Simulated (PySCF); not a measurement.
Vibration and rotation of LaSi

PBE constants of LaSi, quartet, about 0.0 electrons in the 4f shell (Mulliken) (La x2c-SVPall, Si x2c-SVPall; spin-free X2C with a Gaussian nucleus (PySCF 2.14); masses 138.9063 and 27.9769 u):

```
ωe                      : 335.4 cm⁻¹
ωexe                    : 0.933 cm⁻¹
Be                      : 0.10644 cm⁻¹
αe                      : 0.000404 cm⁻¹
De to La (5d1 6s2) + Si : 2.95 eV
```

**Question.** What force constant and bond length do these constants imply?

**Answer.** Reduced mass μred = 23.287 u; k = 5.8918×10⁻⁷·μred·ωe² (u, cm⁻¹, mdyn/Å) = 1.54 mdyn/Å; Re = √(16.8576/(μred·Be)) (u, cm⁻¹, Å) = 2.608 Å.

**Question.** Estimate the centrifugal constant D from the Kratzer relation and find the Dunham coefficient a1.

**Answer.** D = 4Be³/ωe² = 4.29e-08 cm⁻¹; a1 = −1 − αeωe/(6Be²) = -2.99.

These are scalar-relativistic numbers at best; spin–orbit coupling would shift them, the dissociation energy most. The state is the lowest single determinant that the PBE0 search found; with open d or f shells the true ground state can be another one.
